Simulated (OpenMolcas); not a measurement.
**Mo2+: the spin-orbit constant, worked from levels**

* Program: OpenMolcas 26.06
* Basis: ANO-RCC-VQZP [8s7p5d3f2g1h]
* Scalar Hamiltonian: DKH2, point nucleus
* Active space: 4 electrons in 10 orbitals (4d 5d)
* State averaging: 2S+1 = 5 even, 5 roots; 2S+1 = 3 even, 45 roots; 2S+1 = 1 even, 49 roots
* Spin-orbit coupling: RASSI with atomic mean-field integrals over the reference wave functions, term energies averaged over their components

Methods: CASSCF; MS-CASPT2, IPEA 0.25 Eh, imaginary shift 0.1 Eh (closed shells correlated: 4s 4p). Measured levels: Sugar and Musgrove, J. Phys. Chem. Ref. Data 17, 155 (1988).

**The spin-orbit constant.** For the Hund term 5D of d4, E(J) = (A/2) J(J+1) + constant and ζ = 2S·A = 4A. From J = 0 to J = 4 the energy changes by 10 A.

```
   Source  E(4) - E(0)      A    ζ
   CASSCF       1855.0  185.5  742
MS-CASPT2       1887.8  188.8  755
 measured       1872.3  187.2  749
```

All in cm-1. MS-CASPT2 is off by +0.8 % and CASSCF by -0.9 %. Both methods take the spin-orbit matrix elements from the reference wave functions, so the second can move ζ only through the term energies and any multistate remixing. Second-order mixing with other terms is absorbed into this ζ.

Term energies are means over components that CASPT2 splits; among the terms shown or strongly mixed into the levels shown the widest spread is 13 cm-1 (4d4 5D, MS-CASPT2). Active for correlation alone: 5d; no level in the range computed is led by a configuration that fills it, so any true level of that kind is missing. Without dynamic correlation excited terms often stand tens of per cent too high (terms of higher spin than the ground term too low), and those without a measured partner can miss by more than the paired ones (holds for CASSCF). Measured partners are found by configuration, term and J. A level has none where our copy of the source lacks it or the pairing is in doubt (some pairs that miss far off the trend of their configuration count as doubtful), and it then counts in no deviation. Only configurations of the active space appear.
